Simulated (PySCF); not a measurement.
SMILES COC(=O)C[SeH] (C3H6O2Se) at its GFN2-xTB optimised geometry (Å):

```
12

C      0.0341    -2.2005    -0.0375
O     -0.6626    -0.9581    -0.0125
C      0.0876     0.1389     0.0000
O      1.2906     0.1389     0.0000
C     -0.7777     1.3749     0.0000
Se     0.3069     2.9730     0.3432
H      0.5754    -2.3100    -0.9793
H     -0.7241    -2.9730     0.0596
H      0.7464    -2.2509     0.7882
H     -1.2608     1.4744    -0.9751
H     -1.5539     1.2931     0.7622
H      1.5539     2.2758     0.1797
```

Method: CAM-B3LYP/def2-TZVP (PySCF). Cells within 0.4 Å of a nucleus heavier than hydrogen are left out (blank, or x).

Map of the electron localisation function on the plane z = 0.0 Å:

```
|0000000000000234431000000000000|
|0000000000002567764100000000000|
|0000000000014788876310000000000|
|0000000000025888887410000000000|
|0000000000025886466421000000000|
|0000000000014741314543100000000|
|0000000000003524x33788630000000|
|0000000000013532415999971000000|
|0000000000124773138999972000000|
|0000000012445797448999730000000|
|000000002466xx67312332100000000|
|000000013576xx36100100000000000|
|0000000124662x88315775200000000|
|0000000012345898458998520000000|
|000000000000266xx8xx88630000000|
|000000000000133xx8xx88630000000|
|0000000001356685368898620000000|
|0000000015788x77226887520000000|
|000000002689xxx6101354200000000|
|0000000014788x87310000000000000|
|0000000001245785443100000000000|
|000000000000141xx76300000000000|
|00000000000378xxx76310000000000|
|0000000001699994354210000000000|
|0000000006999997322100000000000|
|0000000007999996200000000000000|
|0000000004999995000000000000000|
|0000000000699972000000000000000|
|0000000000036630000000000000000|
|0000000000000000000000000000000|
|0000000000000000000000000000000|
```
Scale: ten equal steps from 0.000 (start of '0') to 1.000 (end of '9'), in the order '0123456789'; x runs from -5.00 to 5.00, y from -5.00 (bottom) to 5.00 (top).
